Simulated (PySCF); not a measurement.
Computed IR spectrum (relative IR intensity) of a molecule C2H8O2Si2. Geometry: PBE-D3(BJ)/def2-SVP. The values are those of a single conformer. Computed with PBE-D3(BJ)/def2-SVP in PySCF. Frequencies are harmonic and unscaled.

ν (cm⁻¹): 134 (vw), 218 (vw), 333 (m), 341 (w), 412 (w), 422 (vw), 625 (w), 666 (m), 699 (w), 777 (s), 871 (w), 878 (vs), 893 (w), 909 (s), 954 (vw), 1027 (w), 1189 (w), 2133 (m), 2152 (m), 2188 (s), 2955 (w), 2962 (w), 3051 (w), 3062 (w), 3755 (m) (against the strongest line: vs over 80 %, s over 45 %, m over 15 %, w over 4 %, vw less)

Problem. Identify the compound among the candidates.
A. O=C(O)[SiH2]C[SiH3]
B. C[C@H]1O[Si@H](O)[SiH2]1
C. C[Si@H]1O[SiH2][C@@H]1O
D. C=CO[SiH2][SiH2]O

Solution. B, C[C@H]1O[Si@H](O)[SiH2]1
